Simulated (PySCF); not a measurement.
# Calculated NMR parameters of C#C[SiH2]OC/C=N\C

```
Formula                               : C5H9NOSi
SMILES                                : C#C[SiH2]OC/C=N\C
InChI                                 : InChI=1S/C5H9NOSi/c1-3-8-7-5-4-6-2/h1,4H,5,8H2,2H3/b6-4-
Point group of the computed structure : C1
Degrees of unsaturation               : 3
Carbon signals                        : 5
Proton signals                        : 5
```

Numbering as in the mapped SMILES `[CH:1]#[C:2][SiH2:3][O:4][CH2:5]/[CH:6]=[N:7]\[CH3:8]` (H(Xn): hydrogen on atom n).

[PySCF 2.14.0 with density-fitted response routines: NMR shieldings at PBE0/pcSseg-1/GIAO; geometry: GFN2-xTB; non-relativistic; single conformer; gas phase; rapidly exchanging positions averaged]

Shifts are taken against calculated references (same method and geometry level): TMS for ¹H and ¹³C and ²⁹Si; NH3 for ¹⁵N; ¹⁷O against H2O.

| carbon | δC, type | δH (multiplicity) | HMBC from (2–3 bonds) | span of the C tensor (ppm) |
| --- | --- | --- | --- | --- |
| C1 | 104.3, CH | 2.03 (t) | H(Si3) | 251 |
| C2 | 87.0, C | – | H(Si3), H(C1) | 287 |
| C5 | 64.0, CH2 | 4.48 (d) | H(C6), H(Si3) | 46 |
| C6 | 173.9, CH | 8.02 (t) | H(C5), H(C8) | 186 |
| C8 | 39.9, CH3 | 3.45 (s) | H(C6) | 48 |

Other nuclei:
| atoms | nucleus | environment | δ (ppm) | σ (ppm) |
| --- | --- | --- | --- | --- |
| H(Si3) | ¹H | hydrogen on a silicon bonded to C, O | 5.05 | 26.67 |
| Si3 | ²⁹Si | silicon bonded to C, O, 2 H | -49.1 | 398.3 |
| N7 | ¹⁵N | imine nitrogen | 378.4 | -110.7 |
| O4 | ¹⁷O | oxygen bonded to C, Si | 16.5 | 319.6 |

- Carbon types of the structure: 1 × C, 2 × CH, 1 × CH2, 1 × CH3, leaving 2 H on heteroatoms.
- δC 173.9: C=N carbon.
- δC 104.3: terminal alkyne carbon; the triple bond shields along its axis, which puts it between sp3 and sp2 carbons.
- δC 87.0: alkyne carbon; the triple bond shields along its axis, which puts it between sp3 and sp2 carbons.
- δC 64.0: sp3 CH2 bonded to O; pulled downfield by the heteroatom.
- δH 3.45: hydrogen on a methyl carbon bonded to N; its carbon carries N, an electronegative neighbour.

Shifts are as computed. Against solution values, carbons near 30 ppm lie about +3 ppm off and those near 130 ppm about +5 ppm. Of 1309 compounds with measured shifts, 239 miss one by over three times the rms of a fit or turn the order of signals round; such compounds aren't used in these exercises. Experimental scales use liquid or dissolved standards, which lie at an offset from isolated NH3 (liquid NH3: subtract about 20 ppm) and H2O (liquid H2O: subtract about 36 ppm). Unscaled 15N shifts of sp2 nitrogen come out 20 to 40 ppm too high even then. Multiplicities follow the n + 1 count of equivalent neighbours, as no J values were calculated; m marks all less simple cases, F and P coupling included.
